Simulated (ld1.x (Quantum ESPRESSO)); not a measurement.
**An all-electron radial function and its pseudo partner (As)**

Columns: radius, all-electron u(r) and pseudo u(r) of the 3p shell (level -133.68 eV) of arsenic in the configuration [Ne] 3s2 3p6 3d10 4s2 4p3; PBE, scalar-relativistic, TM scheme, ld1.x (Quantum ESPRESSO) 7.5.

```json
{"r (bohr)": "0.047", "all-electron": "0.4151", "pseudo": "-0.0297"}
{"r (bohr)": "0.095", "all-electron": "0.7266", "pseudo": "-0.1186"}
{"r (bohr)": "0.142", "all-electron": "0.6358", "pseudo": "-0.2548"}
{"r (bohr)": "0.190", "all-electron": "0.2893", "pseudo": "-0.4308"}
{"r (bohr)": "0.237", "all-electron": "-0.1340", "pseudo": "-0.6233"}
{"r (bohr)": "0.285", "all-electron": "-0.5440", "pseudo": "-0.8223"}
{"r (bohr)": "0.332", "all-electron": "-0.8727", "pseudo": "-1.0023"}
{"r (bohr)": "0.380", "all-electron": "-1.1180", "pseudo": "-1.1563"}
{"r (bohr)": "0.427", "all-electron": "-1.2724", "pseudo": "-1.2678"}
{"r (bohr)": "0.475", "all-electron": "-1.3553", "pseudo": "-1.3367"}
{"r (bohr)": "0.522", "all-electron": "-1.3781", "pseudo": "-1.3607"}
{"r (bohr)": "0.570", "all-electron": "-1.3572", "pseudo": "-1.3459"}
{"r (bohr)": "0.617", "all-electron": "-1.3062", "pseudo": "-1.3006"}
{"r (bohr)": "0.665", "all-electron": "-1.2336", "pseudo": "-1.2316"}
{"r (bohr)": "0.712", "all-electron": "-1.1505", "pseudo": "-1.1500"}
{"r (bohr)": "0.760", "all-electron": "-1.0595", "pseudo": "-1.0594"}
{"r (bohr)": "0.807", "all-electron": "-0.9688", "pseudo": "-0.9688"}
{"r (bohr)": "0.855", "all-electron": "-0.8778", "pseudo": "-0.8778"}
{"r (bohr)": "0.902", "all-electron": "-0.7921", "pseudo": "-0.7921"}
{"r (bohr)": "0.950", "all-electron": "-0.7097", "pseudo": "-0.7097"}
{"r (bohr)": "0.997", "all-electron": "-0.6346", "pseudo": "-0.6346"}
{"r (bohr)": "1.045", "all-electron": "-0.5639", "pseudo": "-0.5639"}
{"r (bohr)": "1.092", "all-electron": "-0.5009", "pseudo": "-0.5009"}
{"r (bohr)": "1.140", "all-electron": "-0.4425", "pseudo": "-0.4425"}
{"r (bohr)": "1.187", "all-electron": "-0.3911", "pseudo": "-0.3911"}
{"r (bohr)": "1.235", "all-electron": "-0.3440", "pseudo": "-0.3440"}
```

Task: How many radial nodes do the two functions have?

Result: The all-electron 3p function has n − l − 1 = 1; the pseudo-wave has 0, since the states of the same l below it are removed with the core.

Task: At about which radius was the pseudo-wave matched?

Result: 0.85 bohr. The columns agree to 0.0005 from 0.76 bohr on; several derivatives are matched, so the curves merge somewhat inside the radius.

Task: Where does each function peak?

Result: Outermost all-electron maximum near 0.52 bohr, pseudo maximum near 0.52 bohr (to the table’s step).

Task: Is the pseudo-wave norm-conserving?

Result: Yes: the TM scheme keeps the norm inside the radius equal to the all-electron one, which fixes the energy derivative of the logarithmic derivative at the level.
